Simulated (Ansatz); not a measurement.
Two isomers of C2H5GeNO: A = `NC1=[CH][GeH2][O]1`, B = `NC#C[O][GeH3]`.

Gas-phase electronic energies from Ansatz, PBE0-D4/def2-TZVP geometries. CCSD(T)/CBS adds triple-zeta CCSD(T) − MP2 to the extrapolated MP2 energy (def2 sets, frozen cores). Functionals use def2-TZVPP. B3LYP here is the variant with VWN-RPA as its local correlation; programs differ in this. For Ge outer-core shells are correlated without core-valence functions, which leaves a few kJ/mol of doubt a bond. Scalar relativity is left out up to krypton. Each species was taken in one conformer, which may not be the lowest.

A:

Z-matrix (Å, degrees):
```
Ge
O 1 1.879
C 1 2.268 2 36.6
C 1 1.894 2 73.5 3 -0.4
H 1 1.539 2 109.5 3 119.2
H 1 1.539 2 109.7 3 -119.8
N 3 1.357 1 170.9 2 15.1
H 4 1.076 1 142.9 2 178.8
H 7 1.006 3 115.7 1 -34.3
H 7 1.004 3 117.3 1 -177.2
```

B:

```xyz
10

N    -2.509    1.099    0.365
C    -1.185    0.814    0.401
C     0.000    0.629    0.487
O     1.284    0.443    0.591
Ge    1.965   -0.951   -0.356
H    -3.102    0.386    0.764
H    -2.850    1.394   -0.538
H     1.275   -2.223    0.151
H     1.661   -0.685   -1.835
H     3.460   -0.906   -0.031
```

(1) Which isomer does CCSD(T)/CBS put lower? Give the gap. (Estimate.)

(2) Give E(B) − E(A) in kJ/mol with ωB97M-V, B3LYP-D4, CCSD/def2-TZVPP, PBE-D4, r2SCAN-D4, HF/def2-TZVPP, B3LYP. (An estimate is asked.)

Largest T1 diagnostic: 0.014.

Results:

(1) The calculation gave: A, by 169.2 kJ/mol.

(2) The calculation gave: ωB97M-V 169.5, B3LYP-D4 152.6, CCSD/def2-TZVPP 162.4, PBE-D4 170.3, r2SCAN-D4 177.4, HF/def2-TZVPP 143.3, B3LYP 147.4. None reverses the order clearly.

The D4 term adds +5.2 kJ/mol with B3LYP and +2.5 kJ/mol with PBE0; it sums over pairs of atoms, weighted by their polarisabilities, and B3LYP, whose exchange is more repulsive, gets the larger term. From PBE to PBE0 (25 % exact exchange), in def2-TZVPP and without D4, E(B) − E(A) moves by +7.6 kJ/mol.
